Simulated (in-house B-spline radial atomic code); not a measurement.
Sr²⁺. Computed with a B-spline radial atomic code. Model: non-relativistic spherical atom: semilocal Troullier-Martins pseudo-atom, one channel per l, against all electrons, high spin, G0W0 and RPA with empty states to l = 8, local potential for every l without a channel, a model core (radius 0 = none) keeps its share of the functional.

Without relativity these are model numbers for so heavy an element.

What the tables leave out is listed at the end.

The pseudopotential gives back the lowest level of each angular momentum of its own functional in the configuration it was made in; a second state of the same l is only approximately right. Exact exchange, RPA and GW see the smooth pseudo-orbitals and miss the exchange with the core, for which the functional's share stands in. The column with an uncorrelated core keeps all orbitals and exact exchange, and so separates missing core correlation from pseudisation. Only the three outermost levels and the lowest empty one were computed. RPA here is direct RPA, with no exchange kernel, and its energies carry an (l + 1/2)⁻⁴ tail. A hybrid on a potential with a model core restores only its own semilocal share of the core's exchange.

Command:
```bash
python run_psgw.py task.json out
```
Settings (lengths in bohr, energies in hartree):
```
Z                      38
electrons              36
configuration          [Ar] 3d10 4s2 4p6
generated_in           [Kr] 5s2
functional             lda,vwn
core_shells            7
radius_factor          1
core_correction        True
```

Time taken, with all properties: 25 s on 1 thread of Arm Neoverse N1, on a shared host.

Given: made with LDA VWN5; model core radius 0.983 bohr; local radius 1.64 bohr; mean-field start LDA VWN5.

Valence shells of the generating configuration: 4p, 5s.

Channel: s 3.4, p 1.33, d 2.07 (radii in bohr).

Computed: largest level miss in the spin-unpolarised generating configuration 0 eV; valence RPA correlation energy pseudo -0.40083 hartree; all-electron RPA polarisability, core included 5.4489 bohr³; pseudo-atom RPA polarisability 5.8174 bohr³.

```json
{"level": "4p", "occupied": "1", "mean-field all-electron (eV)": "-36.593", "mean-field pseudo minus all (eV)": "0.168", "G0W0 all-electron (eV)": "-43.115", "G0W0 uncorrelated core minus all (eV)": "-0.351", "G0W0 pseudo minus all (eV)": "0.862", "exchange self-energy all-electron (eV)": "-27.615", "exchange self-energy pseudo (eV)": "-19.098"}
{"level": "4d (empty)", "occupied": "0", "mean-field all-electron (eV)": "-13.667", "mean-field pseudo minus all (eV)": "0.058", "G0W0 all-electron (eV)": "-9.4628", "G0W0 uncorrelated core minus all (eV)": "0.257", "G0W0 pseudo minus all (eV)": "0.168", "exchange self-energy all-electron (eV)": "-6.4877", "exchange self-energy pseudo (eV)": "-3.8985"}
```

Question: What is the valence RPA correlation energy all-electron orbitals?

Answer: -0.2722 hartree.

Given: mean-field start PBE0.

Computed: valence RPA correlation energy all-electron orbitals -0.25355 hartree; valence RPA correlation energy pseudo -0.37839 hartree; pseudo-atom RPA polarisability 5.7078 bohr³.

```tsv
level	occupied	mean-field all-electron (eV)	mean-field pseudo minus all (eV)	G0W0 all-electron (eV)	G0W0 uncorrelated core minus all (eV)	G0W0 pseudo minus all (eV)	exchange self-energy all-electron (eV)	exchange self-energy pseudo (eV)
4p	1	-38.391	1.13	-43.257	-0.296	1.702	-27.465	-18.914
5s (empty)	0	-12.546	-0.341	-10.838	0.076	-0.572	-1.8664	-1.9098
```

Question: What is the all-electron RPA polarisability, core included?

Answer: 5.0125 bohr³.

Among the listed levels the largest G0W0 shift of the pseudo-atom is +1.70 eV, for 4p on the PBE0 start, while leaving the core uncorrelated moves that level by -0.30 eV. So pseudisation and the lost core exchange, not the missing core correlation, make the error. Not in the tables (levels of low weight, unsolved or above zero; the highest and the empty levels are kept at any weight): no Hartree-Fock pseudo-atom is run with a model core.
